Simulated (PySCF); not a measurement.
Compound: C5H11As.
Cartesian coordinates in Å at the PBE0-D3(BJ)/def2-SVP level; atoms count from 1:
```xyz
17
C5H11As angstrom
C      1.955   -0.779    0.445
C      1.088   -0.327   -0.465
C     -0.335    0.079   -0.244
C     -1.240   -0.599   -1.276
C     -0.834   -0.196    1.169
As    -0.512    2.068   -0.549
H      1.690   -0.898    1.499
H      2.977   -1.043    0.162
H      1.428   -0.238   -1.506
H     -2.282   -0.251   -1.188
H     -1.233   -1.691   -1.126
H     -0.902   -0.402   -2.306
H     -0.242    0.335    1.930
H     -0.775   -1.275    1.392
H     -1.884    0.113    1.284
H      0.300    2.087   -1.842
H      0.707    2.448    0.285
```

Method: core-valence-separated Tamm–Dancoff BHandHLYP/aug-pcX-1 (pcseg-1 on H, def2-SVPD on As) in PySCF, non-relativistic, gas phase, PBE0-D3(BJ)/def2-SVP geometry. Absolute energies from this functional tend to lie a few eV below measured edges; no shift was applied.

The lowest roots of each edge with f over 0.003 (five at most, numbered afresh; weaker and dark ones are left out), with transition dipoles (au) in the frame of the coordinates:

| root | edge | E (eV) | μx | μy | μz |
| --- | --- | --- | --- | --- | --- |
| 1 | C | 282.63 | 0.0267 | 0.0839 | 0.0165 |
| 2 | C | 282.77 | -0.0292 | -0.0901 | -0.0167 |
| 3 | C | 285.12 | -0.0037 | 0.0755 | -0.0121 |
| 4 | C | 285.45 | -0.0239 | -0.0064 | -0.0252 |
| 5 | C | 285.47 | 0.0159 | -0.0067 | -0.0307 |

**Question.** What are the oscillator strengths?

**Answer.** f = (2/3) ΔE |μ|², with ΔE in hartree (27.2114 eV):

```csv
root,ΔE (Eh),|μ|² (au),f,core hole on
1,10.3866,0.008024,0.056,C1
2,10.3917,0.009250,0.064,C2
3,10.4778,0.005860,0.041,C3
4,10.4901,0.001247,0.009,C4/C5
5,10.4909,0.001240,0.009,C4/C5
```

**Question.** Molecules are fixed in this frame and the field points along y. What effective strengths 3 f cos²θ do the roots have (θ between field and μ)?

**Answer.** root 1 (C1): 0.146, root 2 (C2): 0.169, root 3 (C3): 0.119, root 4 (C4/C5): 0.001, root 5 (C4/C5): 0.001. Root 2 is the strongest. Averaged over all orientations cos²θ is 1/3, which gives f back.

 The BHandHLYP/aug-pcX-1 (pcseg-1 on H, def2-SVPD on As) calculation is non-relativistic and has no spin–orbit coupling, an omission that weighs most on arsenic.

One conformer stands for the species.
